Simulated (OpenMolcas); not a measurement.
# Ru4+: moving or changing the point charges

Ru4+ among 4 point charges of -2 e arranged as a square (D4h), 2.07 Å from the ion.

```
Program             : OpenMolcas
Method              : SS-CASPT2, IPEA 0.25 Eh, imaginary shift 0.1 Eh (closed shells correlated: 4s 4p)
Basis               : ANO-RCC-VTZP [7s6p4d2f1g]
Scalar Hamiltonian  : DKH2, point nucleus
Active space        : 4 electrons in 5 orbitals (4d)
State averaging     : 2S+1 = 5 even, 5 roots; 2S+1 = 3 even, 45 roots; 2S+1 = 1 even, 50 roots
Spin-orbit coupling : state interaction with AMFI integrals over the reference wave functions
```

Runs around this geometry, states (labels of D4, the rotations of D4h). Energies in cm-1 above the lowest state or level, χT in cm3 K/mol.

```tsv
R (Å)	Ground state	First state of that spin	First gap with spin-orbit (degeneracies)	χT at 300 K	First state of another spin
1.95	5B1	5B2 7650	9 (1, 1)	2.390	3A2 17150
2.07	5B1	5B2 5810	10 (1, 1)	2.210	3A2 18330
2.2	5B1	5B2 4370	11 (1, 1)	1.988	3E 18660
```

Taking the first state of the same spin as R^-n, n = -ln(4370 / 7650) / ln(2.2 / 1.95) = 4.6 between the shortest and longest distance.

Point charges give a weaker field than real ligands, and real ions of this kind are as a rule low spin; the high spin found here belongs to the model. Free-ion shares, where given, are those of the reference states; single-state CASPT2 does not remix them. Point charges carry no covalency, so the field is a model and not that of real ligands. No measured value stands beside these numbers.
